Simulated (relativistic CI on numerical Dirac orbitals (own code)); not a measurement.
## S⁴⁺: calculation against measurement

Computed by Dirac-Coulomb-Breit CI, KLI orbitals optimised for each configuration, model QED, valence Slater integrals scaled by 0.85, P86 correlation energy added to each configuration (own radial code, finite nucleus).

Configurations in the expansion (outside the closed core [Ne]): 3s2, 3s 3p, 3p2, 3s 3d, 3d2, 3p 3d, 3p 4s, 3s 4s, 3s 4p, 3s 4d, 3s 4f, 3d 4s, 3s 5s, 3s 5p, 3s 5d, 4s2, 3s 5f, 3s 5g, 3s 6s, 3s 6p, 3s 6d. Levels of other configurations are missing.

| Configuration | Term (tabulated) | J | Measured (cm⁻¹) | Computed | Error | Purity (%) |
| --- | --- | --- | --- | --- | --- | --- |
| 3s2 | 1S | 0 | 0.0 | 0 | 0 | 97 |
| 3s 3p | 3P° | 0 | 83024.0 | 81648 | -1376 | 100 |
| 3s 3p | 3P° | 1 | 83393.5 | 82006 | -1387 | 100 |
| 3s 3p | 3P° | 2 | 84155.2 | 82749 | -1406 | 100 |
| 3s 3p | 1P° | 1 | 127150.7 | 123765 | -3386 | 97 |
| 3p2 | 1D | 2 | 193739.1 | 194023 | 284 | 76 |
| 3p2 | 3P | 0 | 199967.2 | 199150 | -817 | 99 |
| 3p2 | 3P | 1 | 200370.6 | 199546 | -824 | 99 |
| 3p2 | 3P | 2 | 201146.0 | 200309 | -837 | 99 |
| 3s 3d | 3D | 1 | 234941.5 | 235104 | 163 | 100 |
| 3s 3d | 3D | 2 | 234947.1 | 235103 | 156 | 100 |
| 3s 3d | 3D | 3 | 234956.0 | 235106 | 150 | 100 |
| 3p2 | 1S | 0 | 235350.0 | 232962 | -2388 | 94 |
| 3s 3d | 1D | 2 | 270700.4 | 270868 | 168 | 75 |
| 3s 4s | 3S | 1 | 311595.1 | 312007 | 412 | 100 |
| 3s 4s | 1S | 0 | 320108.0 | 321688 | 1580 | 100 |
| 3p 3d | 3F° | 2 | 323132.6 | 323645 | 513 | 99 |
| 3p 3d | 3F° | 3 | 323547.3 | 324050 | 503 | 99 |
| 3p 3d | 3F° | 4 | 324080.1 | 324570 | 490 | 99 |
| 3p 3d | 1D° | 2 | 328454.3 | 328417 | -37 | 99 |
| 3p 3d | 3P° | 2 | 345338.2 | 344519 | -820 | 96 |
| 3p 3d | 3P° | 1 | 345712.8 | 344896 | -817 | 96 |
| 3p 3d | 3P° | 0 | 345953.0 | 345144 | -809 | 99 |
| 3p 3d | 3D° | 1 | 347841.1 | 346777 | -1064 | 97 |
| 3p 3d | 3D° | 2 | 348010.2 | 346935 | -1075 | 97 |
| 3p 3d | 3D° | 3 | 348131.5 | 347040 | -1092 | 100 |
| 3s 4p | 3P° | 0 | 349122.2 | 348969 | -153 | 99 |
| 3s 4p | 3P° | 1 | 349161.1 | 349061 | -100 | 96 |
| 3s 4p | 3P° | 2 | 349478.3 | 349322 | -156 | 99 |
| 3s 4p | 1P° | 1 | 349534.4 | 349941 | 407 | 90 |
| 3p 3d | 1F° | 3 | 366862.0 | 368895 | 2033 | 88 |
| 3s 4d | 3D | 1 | 396025.5 | 396777 | 751 | 100 |
| 3s 4d | 3D | 2 | 396039.5 | 396778 | 738 | 100 |
| 3s 4d | 3D | 3 | 396060.6 | 396781 | 720 | 100 |
| 3s 4d | 1D | 2 | 397605.2 | 399528 | 1923 | 99 |
| 3s 4f | 3F° | 2 | 410909.6 | 414250 | 3340 | 99 |
| 3s 4f | 3F° | 3 | 410912.1 | 414253 | 3341 | 99 |
| 3s 4f | 3F° | 4 | 410918.1 | 414257 | 3339 | 99 |
| 3s 4f | 1F° | 3 | 417984.9 | 421443 | 3458 | 88 |
| 3p 4s | 3P° | 0 | 420742.2 | 420342 | -400 | 99 |
| 3p 4s | 3P° | 1 | 421056.8 | 420683 | -373 | 98 |
| 3p 4s | 3P° | 2 | 421943.4 | 421535 | -408 | 99 |
| 3p 4s | 1P° | 1 | 424526.0 | 425666 | 1140 | 83 |
| 3s 5p | 3P° | 2 | 445498.1 | 445668 | 170 | 100 |
| 3s 5p | 1P° | 1 | 447925.9 | 450118 | 2192 | 88 |
| 3s 5d | 3D | 1 | 468048.2 | 467304 | -744 | 100 |
| 3s 5d | 3D | 2 | 468076.9 | 467305 | -772 | 100 |
| 3s 5d | 3D | 3 | 468132.1 | 467307 | -825 | 100 |
| 3s 5d | 1D | 2 | 470229.4 | 467881 | -2348 | 98 |
| 3s 5f | 3F° | 2 | 473926.0 | 476237 | 2311 | 100 |
| 3s 5f | 3F° | 3 | 473926.5 | 476237 | 2311 | 100 |
| 3s 5f | 3F° | 4 | 473929.5 | 476238 | 2309 | 100 |
| 3s 5g | 1G | 4 | 474476.8 | 476905 | 2428 | 97 |
| 3s 5g | 3G | 3 | 474507.3 | 477151 | 2644 | 100 |
| 3s 5g | 3G | 4 | 474515.6 | 477151 | 2636 | 100 |
| 3s 5g | 3G | 5 | 474521.7 | 477152 | 2630 | 100 |
| 3s 5f | 1F° | 3 | 475802.5 | 478996 | 3193 | 98 |
| 3s 6s | 3S | 1 | 483653.6 | 483550 | -104 | 100 |
| 3s 6p | 3P° | 0 | 490000.8 | 492474 | 2473 | 100 |
| 3s 6p | 3P° | 1 | 490022.6 | 492501 | 2478 | 100 |
| 3s 6p | 3P° | 2 | 490084.8 | 492559 | 2474 | 100 |
| 3s 6p | 1P° | 1 | 492706.0 | 493851 | 1145 | 99 |
| 3s 6d | 3D | 1 | 504296.5 | 504525 | 228 | 100 |

Measured levels from NIST levels in Podobedova, Kelleher and Wiese, J. Phys. Chem. Ref. Data 38, 171 (2009); Martin, Zalubas and Musgrove, J. Phys. Chem. Ref. Data 19, 821 (1990); pairs were made by configuration, J and term (by order where the table uses no LS term), so strongly mixed levels may be paired wrongly.

Mean error by configuration (cm⁻¹): 3s 3p -1889; 3p2 -917; 3s 3d 159; 3s 4s 996; 3p 3d -198; 3s 4p -1; 3s 4d 1033; 3s 4f 3370; 3p 4s -11; 3s 5p 1181; 3s 5d -1173; 3s 5f 2531; 3s 5g 2584; 3s 6s -104; 3s 6p 2143; 3s 6d 228. Over the excited levels the mean absolute error is 1319 cm⁻¹ (62 of the 69 excited levels that our extract of the source holds in range could be paired, and the others can miss by more), and the median relative error of those above 1,000 cm⁻¹ is 0.29 %.
